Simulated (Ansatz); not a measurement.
The first iterations of a band of Cl + ClF3Zr (6 atoms, charge 0, multiplicity 2).

Computed with UKS PBE-D4/def2-SVP in Ansatz 0.2.0.

```json
{
  "movable images": "9",
  "climbing image": "yes",
  "spring": "5.0 eV/Å²",
  "optimiser": "quadratic models (default)",
  "start path": "through a guess of the saddle point",
  "force threshold": "0.5 eV/Å",
  "iteration limit": "60",
  "end points": "relaxed"
}
```

Image 0:

```xyz
6
Properties=species:S:1:pos:R:3
Zr 0.009 0.000 0.051
Cl 0.126 0.000 2.420
F 1.769 0.000 -0.663
F -0.904 1.544 -0.570
F -0.904 -1.544 -0.570
Cl -0.094 0.000 5.234
```

Image 10:

```xyz
6
Properties=species:S:1:pos:R:3
Zr -0.008 0.000 0.050
Cl -0.125 0.000 2.419
F 1.797 0.000 -0.540
F -0.878 1.544 -0.631
F -0.878 -1.544 -0.631
Cl 0.094 0.000 5.233
```

| iteration | highest image above the first end (eV) | largest band force component (eV/Å) |
| --- | --- | --- |
| 1 | 1.128 | 3.295 |
| 2 | 0.269 | 2.399 |

**Question.** Does the band converge within its limit, and where does its top end?

**Answer.** It converged. It ended after 5 iterations with the highest image 0.005 eV above the first end. The threshold of 0.5 eV/Å is loose, so the images may lie well off the minimum-energy path. The top lies less than 8 meV above the higher end, about what the thresholds resolve: the motion is nearly free. Another band between the same ends (9 images) ends at a top of the same energy, where a vibrational analysis finds 2 clearly imaginary modes.

The run took 3.2 min on 4 threads of Arm Neoverse V2, with other jobs on the host, peak memory 0.28 GiB.
